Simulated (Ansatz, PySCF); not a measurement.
CH₄ClNOSi₂, SMILES O[Si@@]1(Cl)N=C[SiH2]1. Atoms are numbered in the order given.

```xyz
10

O      1.5789     0.1260    -1.4080
Si     0.4129     0.0847    -0.2362
Cl     1.3001    -0.3498     1.5919
N     -0.5615     1.5887    -0.0675
C     -1.7522     1.1467    -0.3263
Si    -1.6999    -0.7440    -0.7425
H      2.4351     0.5165    -1.1761
H     -2.6115     1.8441    -0.2942
H     -2.4338    -1.6497     0.1865
H     -2.0672    -1.0938    -2.1442
```
Charge 0, spin multiplicity 1.

Geometry: TPSSh-D3(BJ)/def2-SVP. The structure was generated by enumeration; whether it is a known compound was not checked. The values are those of a single conformer.

Two levels are set side by side: PBE-D3(BJ)/def2-SVP (Ansatz, a first-principles code) and TPSSh-D3(BJ)/def2-SVP (PySCF). Each level has its own optimised geometry; the coordinates shown are those of the second. Frequencies come from the Hessian of PySCF at each geometry. Differences are taken from unrounded values.

| quantity | TPSSh-D3(BJ) | PBE-D3(BJ) | PBE-D3(BJ) minus TPSSh-D3(BJ) |
|---|---|---|---|
| mean bond length (Å) | 1.615 | 1.626 | 0.011 |
| bond O1–Si2 (Å) | 1.654 | 1.666 | 0.012 |
| bond Si2–Cl3 (Å) | 2.078 | 2.086 | 0.008 |
| bond Si2–N4 (Å) | 1.800 | 1.815 | 0.015 |
| bond Si2–Si6 (Å) | 2.325 | 2.341 | 0.016 |
| bond N4–C5 (Å) | 1.296 | 1.299 | 0.003 |
| bond C5–Si6 (Å) | 1.937 | 1.948 | 0.011 |
| bond O1–H7 (Å) | 0.969 | 0.975 | 0.006 |
| bond C5–H8 (Å) | 1.107 | 1.117 | 0.010 |
| bond Si6–H9 (Å) | 1.491 | 1.508 | 0.017 |
| bond Si6–H10 (Å) | 1.491 | 1.508 | 0.017 |
| highest harmonic wavenumber (cm⁻¹) | 3815 | 3740 | -75 |
| mean harmonic wavenumber (cm⁻¹) | 982 | 948 | -34 |
| zero-point energy (kcal/mol) | 33.68 | 32.51 | -1.17 |

GGA bonds tend to be longer and softer than those of functionals with exact exchange. Differences between two approximate levels are no errors against the true value.
